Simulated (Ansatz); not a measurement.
Basis sets compared for Si₂S₂⁻. Charge -1, multiplicity 2. Geometry PBE0-D4/def2-TZVPD. Ansatz on 4 threads of Intel Xeon on a shared host; times are rough, and most runs start from earlier orbitals.

```xyz
4

Si   -1.394    0.602   -0.086
Si    1.393   -0.602    0.086
S    -0.357   -0.627    1.399
S     0.357    0.627   -1.399
```

At PBE-D4/def2-SVPD, PBE-D4/def2-TZVPD the highest occupied level of the charge -1 doublet lies above zero (up to 0.62 eV). By energy differences its removal costs 1.56 eV (vertical, to the charge 0 singlet, at CCSD(T)/def2-TZVPPD). The structure comes from a short search, and lower isomers may exist.

| level | functions | energy (Eh) | HOMO (eV) | LUMO (eV) | wall time |
| --- | --- | --- | --- | --- | --- |
| PBE-D4/def2-SVPD | 102 | -1374.4520 | 0.62 | 1.54 | 2.2 s |
| PBE0-D4/def2-SVPD | 102 | -1374.5607 | -0.12 | 2.35 | 3.3 s |

(1) Estimate the rows for PBE-D4/def2-TZVPD, PBE0-D4/def2-TZVPD (with forces).

Answers

(1) 
```csv
level,functions,energy (Eh),HOMO (eV),LUMO (eV),wall time
PBE-D4/def2-TZVPD,178,-1374.9188,0.58,1.47,4.2 s
PBE0-D4/def2-TZVPD (with forces),178,-1375.0236,-0.14,2.28,9.6 s
```
